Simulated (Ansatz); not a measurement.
Zn₅Cl₆O₂. Charge 0, multiplicity 1. Geometry PBE-D4/def2-SVP.

```xyz
13

Zn   -0.547    3.487    0.741
Zn   -0.257   -2.572    0.600
Zn   -1.166    0.873    1.887
Zn    0.496    0.497   -0.809
Zn    1.366   -1.888   -2.227
O     0.435   -1.399   -0.651
O    -0.265    1.646    0.415
Cl   -0.163    5.436   -0.003
Cl   -0.429   -4.639    1.078
Cl    2.053   -3.525   -3.390
Cl    1.655    0.473   -2.764
Cl   -1.389   -1.267    2.367
Cl   -1.789    2.879    2.756
```

The 6-31G sets use Cartesian d functions. B3LYP takes the VWN-RPA correlation. The structure comes from a short search, and lower isomers may exist.

Estimate the orbital energies around the gap (eV) in Ansatz with HF/STO-3G, HF/6-31G, r2SCAN-D4/def2-SVP, B3LYP-D4/6-31G, PBE0-D4/def2-SVP.


```csv
orbital,HF/STO-3G,HF/6-31G,r2SCAN-D4/def2-SVP,B3LYP-D4/6-31G,PBE0-D4/def2-SVP
HOMO−5,-9.77,-12.35,-7.53,-8.76,-8.56
HOMO−4,-6.80,-12.27,-7.42,-8.64,-8.46
HOMO−3,-5.66,-12.12,-7.30,-8.54,-8.32
HOMO−2,-5.27,-12.06,-7.22,-8.46,-8.26
HOMO−1,-4.83,-12.04,-7.16,-8.41,-8.20
HOMO,-4.77,-11.94,-7.13,-8.35,-8.16
LUMO,3.52,-0.24,-3.11,-3.34,-2.53
LUMO+1,3.66,0.90,-1.96,-2.16,-1.35
LUMO+2,4.09,1.02,-1.64,-1.78,-1.02
LUMO+3,4.49,1.36,-0.85,-1.36,-0.17
LUMO+4,4.86,1.59,-0.62,-0.96,0.08
LUMO+5,6.27,1.80,-0.19,-0.82,0.48
```
